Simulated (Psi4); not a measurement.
Torsional profile of SMILES N[SiH2][SiH2][Si](Cl)(Cl)Cl (H6Cl3NSi3). Scanned: dihedral N1–Si2–Si3–Si4; all other coordinates were relaxed at GFN2-xTB. GFN2-xTB can order the conformers of Si and Ge chains otherwise than DFT does. Points at φ and −φ are mirror images. Heavy atoms are numbered in the order of the SMILES N[SiH2][SiH2][Si](Cl)(Cl)Cl, hydrogens after them in the order of the atoms that carry them; the mirror image has the same energies with the sign of each dihedral reversed.

Computed with: PBE/def2-SVP // GFN2-xTB (Psi4); PBE-D3(BJ)/def2-SVP // GFN2-xTB (Psi4); MP2/cc-pVTZ = Psi4 1.11 with DF-MP2 (frozen core)/cc-pVTZ // GFN2-xTB.

Energies relative to the lowest point of each profile, in mEh; the last columns give the difference from MP2:

```json
[
 {"φ / °": "-160", "PBE/def2-SVP": "2.2", "PBE-D3(BJ)/def2-SVP": "3.0", "MP2/cc-pVTZ": "1.4", "PBE/def2-SVP − MP2/cc-pVTZ": "0.9", "PBE-D3(BJ)/def2-SVP − MP2/cc-pVTZ": "1.6"},
 {"φ / °": "-140", "PBE/def2-SVP": "2.9", "PBE-D3(BJ)/def2-SVP": "3.6", "MP2/cc-pVTZ": "1.9", "PBE/def2-SVP − MP2/cc-pVTZ": "1.0", "PBE-D3(BJ)/def2-SVP − MP2/cc-pVTZ": "1.7"},
 {"φ / °": "-120", "PBE/def2-SVP": "3.3", "PBE-D3(BJ)/def2-SVP": "4.0", "MP2/cc-pVTZ": "2.3", "PBE/def2-SVP − MP2/cc-pVTZ": "1.1", "PBE-D3(BJ)/def2-SVP − MP2/cc-pVTZ": "1.7"},
 {"φ / °": "-100", "PBE/def2-SVP": "2.6", "PBE-D3(BJ)/def2-SVP": "3.1", "MP2/cc-pVTZ": "1.8", "PBE/def2-SVP − MP2/cc-pVTZ": "0.8", "PBE-D3(BJ)/def2-SVP − MP2/cc-pVTZ": "1.3"},
 {"φ / °": "-80", "PBE/def2-SVP": "0.9", "PBE-D3(BJ)/def2-SVP": "1.1", "MP2/cc-pVTZ": "0.6", "PBE/def2-SVP − MP2/cc-pVTZ": "0.3", "PBE-D3(BJ)/def2-SVP − MP2/cc-pVTZ": "0.5"},
 {"φ / °": "-60", "PBE/def2-SVP": "0.0", "PBE-D3(BJ)/def2-SVP": "0.0", "MP2/cc-pVTZ": "0.0", "PBE/def2-SVP − MP2/cc-pVTZ": "0.0", "PBE-D3(BJ)/def2-SVP − MP2/cc-pVTZ": "0.0"},
 {"φ / °": "-40", "PBE/def2-SVP": "1.3", "PBE-D3(BJ)/def2-SVP": "1.1", "MP2/cc-pVTZ": "0.6", "PBE/def2-SVP − MP2/cc-pVTZ": "0.6", "PBE-D3(BJ)/def2-SVP − MP2/cc-pVTZ": "0.5"},
 {"φ / °": "-20", "PBE/def2-SVP": "1.3", "PBE-D3(BJ)/def2-SVP": "1.1", "MP2/cc-pVTZ": "0.8", "PBE/def2-SVP − MP2/cc-pVTZ": "0.4", "PBE-D3(BJ)/def2-SVP − MP2/cc-pVTZ": "0.3"},
 {"φ / °": "0", "PBE/def2-SVP": "1.0", "PBE-D3(BJ)/def2-SVP": "0.8", "MP2/cc-pVTZ": "0.8", "PBE/def2-SVP − MP2/cc-pVTZ": "0.2", "PBE-D3(BJ)/def2-SVP − MP2/cc-pVTZ": "0.0"},
 {"φ / °": "20", "PBE/def2-SVP": "1.3", "PBE-D3(BJ)/def2-SVP": "1.1", "MP2/cc-pVTZ": "0.8", "PBE/def2-SVP − MP2/cc-pVTZ": "0.4", "PBE-D3(BJ)/def2-SVP − MP2/cc-pVTZ": "0.3"},
 {"φ / °": "40", "PBE/def2-SVP": "1.3", "PBE-D3(BJ)/def2-SVP": "1.1", "MP2/cc-pVTZ": "0.6", "PBE/def2-SVP − MP2/cc-pVTZ": "0.6", "PBE-D3(BJ)/def2-SVP − MP2/cc-pVTZ": "0.5"},
 {"φ / °": "60", "PBE/def2-SVP": "0.0", "PBE-D3(BJ)/def2-SVP": "0.0", "MP2/cc-pVTZ": "0.0", "PBE/def2-SVP − MP2/cc-pVTZ": "0.0", "PBE-D3(BJ)/def2-SVP − MP2/cc-pVTZ": "0.0"},
 {"φ / °": "80", "PBE/def2-SVP": "0.9", "PBE-D3(BJ)/def2-SVP": "1.1", "MP2/cc-pVTZ": "0.6", "PBE/def2-SVP − MP2/cc-pVTZ": "0.3", "PBE-D3(BJ)/def2-SVP − MP2/cc-pVTZ": "0.5"},
 {"φ / °": "100", "PBE/def2-SVP": "2.6", "PBE-D3(BJ)/def2-SVP": "3.1", "MP2/cc-pVTZ": "1.8", "PBE/def2-SVP − MP2/cc-pVTZ": "0.8", "PBE-D3(BJ)/def2-SVP − MP2/cc-pVTZ": "1.3"},
 {"φ / °": "120", "PBE/def2-SVP": "3.3", "PBE-D3(BJ)/def2-SVP": "4.0", "MP2/cc-pVTZ": "2.3", "PBE/def2-SVP − MP2/cc-pVTZ": "1.1", "PBE-D3(BJ)/def2-SVP − MP2/cc-pVTZ": "1.7"},
 {"φ / °": "140", "PBE/def2-SVP": "2.9", "PBE-D3(BJ)/def2-SVP": "3.6", "MP2/cc-pVTZ": "1.9", "PBE/def2-SVP − MP2/cc-pVTZ": "1.0", "PBE-D3(BJ)/def2-SVP − MP2/cc-pVTZ": "1.7"},
 {"φ / °": "160", "PBE/def2-SVP": "2.2", "PBE-D3(BJ)/def2-SVP": "3.0", "MP2/cc-pVTZ": "1.4", "PBE/def2-SVP − MP2/cc-pVTZ": "0.9", "PBE-D3(BJ)/def2-SVP − MP2/cc-pVTZ": "1.6"},
 {"φ / °": "180", "PBE/def2-SVP": "2.3", "PBE-D3(BJ)/def2-SVP": "3.0", "MP2/cc-pVTZ": "1.4", "PBE/def2-SVP − MP2/cc-pVTZ": "0.9", "PBE-D3(BJ)/def2-SVP − MP2/cc-pVTZ": "1.6"}
]
```

PBE/def2-SVP is furthest from MP2/cc-pVTZ at -120 (1.1 mEh, above); its mean absolute difference over the points is 0.6 mEh.

PBE-D3(BJ)/def2-SVP is furthest from MP2/cc-pVTZ at -120 (1.7 mEh, above); its mean absolute difference over the points is 0.9 mEh.
